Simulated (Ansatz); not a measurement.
C₃H₁₀AlFO, SMILES `C[OH+][Al-]([CH3])([CH3])[F]`, relaxed with RKS PBE-D4/def2-SVP in Ansatz 0.2.0 from a rough embedded geometry. The force threshold is 0.03 eV/Å; the program also tests the step.

Charge 0, multiplicity 1.

Start:

```xyz
16

C    -1.159   -0.157   -1.677
O     0.271   -0.035   -1.595
Al    0.881    0.023    0.189
C     0.130    1.638    1.041
C     0.370   -1.628    1.119
F     2.698    0.181    0.152
H    -1.435   -1.117   -1.185
H    -1.615    0.715   -1.131
H    -1.447   -0.208   -2.690
H     0.480    0.848   -1.975
H    -0.905    1.322    1.458
H     0.070    2.455    0.382
H     0.763    1.856    2.023
H    -0.662   -1.595    1.468
H     0.480   -2.516    0.428
H     1.080   -1.783    1.992
```

Problem. By how much does the energy fall, and how many steps does the optimiser take? (An estimate is asked.)

Solution. Computed: 94.34 kJ/mol, in 17 steps, 1 of them rejected.

Problem. Which bonds change most? (Best estimate.)

Solution. The calculation gave: O2–Al3 from 1.886 to 2.031 Å; Al3–F6 from 1.824 to 1.733 Å; C4–H13 from 1.188 to 1.112 Å; C4–H12 from 1.051 to 1.111 Å.

Problem. Give the relaxed structure. (Estimate.)

Solution. Computed: 
```xyz
16

C    -1.250    0.318   -1.846
O    -0.107   -0.402   -1.358
Al    0.803   -0.094    0.432
C    -0.093    1.509    1.148
C     0.806   -1.831    1.346
F     2.195    0.232   -0.548
H    -2.104    0.049   -1.198
H    -1.095    1.415   -1.798
H    -1.476    0.009   -2.886
H     0.706   -0.168   -1.867
H    -1.165    1.336    1.388
H    -0.040    2.380    0.460
H     0.386    1.831    2.098
H    -0.213   -2.149    1.655
H     1.226   -2.635    0.705
H     1.421   -1.799    2.271
```
